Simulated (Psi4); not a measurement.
ClSn (SMILES [Cl][Sn+]), charge +1, singlet, geometry from GFN2-xTB (such geometries of metal compounds can be far from the true shape) (core potentials on Sn); B3LYP/def2-SVP in Psi4.

The Psi4 input:
```
memory 2 GB

molecule mol {
1 1
Sn   -0.000000   -0.000000   -0.582865
Cl    0.000000    0.000000    1.714309
}

set {
  basis def2-svp
  reference rks
}

energy('b3lyp')
print_variables()
```

The log (banner, timings and long lists left out):

```
   => Loading Basis Set <=

    Name: DEF2-SVP
    Role: ORBITAL
    Keyword: BASIS

    !!!  WARNING: ECP capability is in beta. Please check occupations closely.  !!!

         ---------------------------------------------------------
                                   SCF
               by Justin Turney, Rob Parrish, Andy Simmonett
                          and Daniel G. A. Smith
                              RKS Reference
         ---------------------------------------------------------

  ==> Geometry <==

    Molecular point group: c2v
    Full point group: C_inf_v

    Geometry (in Angstrom), charge = 1, multiplicity = 1:

       Center              X                  Y                   Z               Mass
    ------------   -----------------  -----------------  -----------------  -----------------
         SN           0.000000000000     0.000000000000    -0.518686590905   119.902201630000
         CL           0.000000000000     0.000000000000     1.778487409095    34.968852682000

  Running in c2v symmetry.

  Rotational constants: A = ************  B =      0.11800  C =      0.11800 [cm^-1]
  Rotational constants: A = ************  B =   3537.45667  C =   3537.45667 [MHz]
  Nuclear repulsion =   86.154673869101771

  Charge       = 1
  Multiplicity = 1
  Electrons    = 38
  Nalpha       = 19
  Nbeta        = 19

  ==> Algorithm <==

  SCF Algorithm Type is DF.
  DIIS enabled.
  MOM disabled.
  Fractional occupation disabled.
  Guess Type is SAD.
  Energy threshold   = 1.00e-06
  Density threshold  = 1.00e-06
  Integral threshold = 1.00e-12

  ==> Primary Basis <==

  Basis Set: DEF2-SVP
    Blend: DEF2-SVP
    Number of shells: 18
    Number of basis functions: 44
    Number of Cartesian functions: 47
    Spherical Harmonics?: true
    Max angular momentum: 2

  Core potential: DEF2-SVP
    Number of shells: 4
    Number of ECP primitives: 18
    Number of ECP core electrons: 28
    Max angular momentum: 3

  ==> DFT Potential <==

   => LibXC <=

    Version 7.1.2
    S. Lehtola, C. Steigemann, M. J. T. Oliveira, and M. A. L. Marques,  SoftwareX 7, 1–5 (2018) (10.1016/j.softx.2017.11.002)

   => Composite Functional: B3LYP <=

    B3LYP Hyb-GGA Exchange-Correlation Functional

    P. J. Stephens, F. J. Devlin, C. F. Chabalowski, and M. J. Frisch,  J. Phys. Chem. 98, 11623 (1994) (10.1021/j100096a001)

    Deriv               =              1
    GGA                 =           TRUE
    Meta                =          FALSE

    Exchange Hybrid     =           TRUE
    MP2 Hybrid          =          FALSE

   => Exchange Functionals <=

    0.0800   Slater exchange
    0.7200         Becke 88

   => Exact (HF) Exchange <=

    0.2000               HF

   => Correlation Functionals <=

    0.1900   Vosko, Wilk & Nusair (VWN5_RPA)
    0.8100   Lee, Yang & Parr

   => LibXC Density Thresholds  <==

    XC_HYB_GGA_XC_B3LYP:  1.00E-15

   => Molecular Quadrature <=

    Radial Scheme          =       TREUTLER
    Pruning Scheme         =           NONE
    Nuclear Scheme         =       TREUTLER

    Blocking Scheme        =         OCTREE
    BS radius alpha        =              1
    Pruning alpha          =              1
    Radial Points          =             75
    Spherical Points       =            302
    Total Points           =          41637
    Total Blocks           =            388
    Max Points             =            256
    Max Functions          =             44
    Weights Tolerance      =       1.00E-15

   => Loading Basis Set <=

    Name: (DEF2-SVP AUX)
    Role: JKFIT
    Keyword: DF_BASIS_SCF

  ==> Integral Setup <==

  SCF_SUBTYPE=INCORE selected. In-core MEM_DF algorithm will be used.
  Using in-core AOs.

  ==> MemDFJK: Density-Fitted J/K Matrices <==

    J tasked:                   Yes
    K tasked:                   Yes
    wK tasked:                   No
    Algorithm:                 Core
    Schwarz Cutoff:           1E-12
    Mask sparsity (%):       0.3099
    Fitting Condition:        1E-10

   => Auxiliary Basis Set <=

  Basis Set: (DEF2-SVP AUX)
    Blend: DEF2-UNIVERSAL-JKFIT
    Number of shells: 84
    Number of basis functions: 346
    Number of Cartesian functions: 464
    Spherical Harmonics?: true
    Max angular momentum: 5

  Minimum eigenvalue in the overlap matrix is 3.4300499047E-02.
  Reciprocal condition number of the overlap matrix is 1.0775797797E-02.
    Using symmetric orthogonalization.

  ==> Pre-Iterations <==

  SCF Guess: Superposition of Atomic Densities via on-the-fly atomic UHF (no occupation information).

   -------------------------
    Irrep   Nso     Nmo
   -------------------------
     A1        21      21
     A2         3       3
     B1        10      10
     B2        10      10
   -------------------------
    Total      44      44
   -------------------------

  ==> Iterations <==

                           Total Energy        Delta E     RMS |[F,P]|

   @DF-RKS iter SAD:  -673.13323739369355   -6.73133e+02   0.00000e+00
   @DF-RKS iter   1:  -674.17252984464926   -1.03929e+00   1.05732e-02 ADIIS/DIIS
   @DF-RKS iter   2:  -674.04625933487875    1.26271e-01   1.92999e-02 ADIIS/DIIS
   @DF-RKS iter   3:  -674.20619110470307   -1.59932e-01   3.62820e-03 ADIIS/DIIS
   @DF-RKS iter   4:  -674.21114084843600   -4.94974e-03   6.89062e-04 ADIIS/DIIS
   @DF-RKS iter   5:  -674.21132357783199   -1.82729e-04   1.39735e-04 ADIIS/DIIS
   @DF-RKS iter   6:  -674.21133248384126   -8.90601e-06   2.54921e-05 DIIS
   @DF-RKS iter   7:  -674.21133286459315   -3.80752e-07   3.09744e-06 DIIS
   @DF-RKS iter   8:  -674.21133286974907   -5.15593e-09   4.05135e-07 DIIS
  Energy and wave function converged.

  ==> Post-Iterations <==

   Electrons on quadrature grid:
      Ntotal   =   37.9999958443 ; deviation = -4.156e-06

    Orbital Energies [Eh]
    ---------------------

    Doubly Occupied:

[...]
       4B2    -0.544804

    Virtual:

[...]
      21A1    51.170943

    Final Occupation by Irrep:
             A1    A2    B1    B2
    DOCC [    10,    1,    4,    4 ]
    NA   [    10,    1,    4,    4 ]
    NB   [    10,    1,    4,    4 ]

  @DF-RKS Final Energy:  -674.21133286974907

   => Energetics <=

    Nuclear Repulsion Energy =             86.1546738691017708
    One-Electron Energy =               -1173.7151385246220343
    Two-Electron Energy =                 450.6122768200036148
    DFT Exchange-Correlation Energy =     -37.2631450342323163
    Empirical Dispersion Energy =           0.0000000000000000
    VV10 Nonlocal Energy =                  0.0000000000000000
    Total Energy =                       -674.2113328697489578

Computation Completed

Properties will be evaluated at   0.000000,   0.000000,   0.000000 [a0]

Properties computed using the SCF density matrix

 Multipole Moments:

 ------------------------------------------------------------------------------------
     Multipole            Electronic (a.u.)      Nuclear  (a.u.)        Total (a.u.)
 ------------------------------------------------------------------------------------

 L = 1.  Multiply by 2.5417464519 to convert [e a0] to [Debye]
 Dipole X            :          0.0000000            0.0000000            0.0000000
 Dipole Y            :          0.0000000            0.0000000            0.0000000
 Dipole Z            :        -36.6405030           35.5706568           -1.0698462
 Magnitude           :                                                    1.0698462

 ------------------------------------------------------------------------------------

  Variable Map:
  ----------------------------------------------------------------------------
[...]
  Array Variable Map:
  ----------------------------------------------------------------------------
[...]
[...]
```
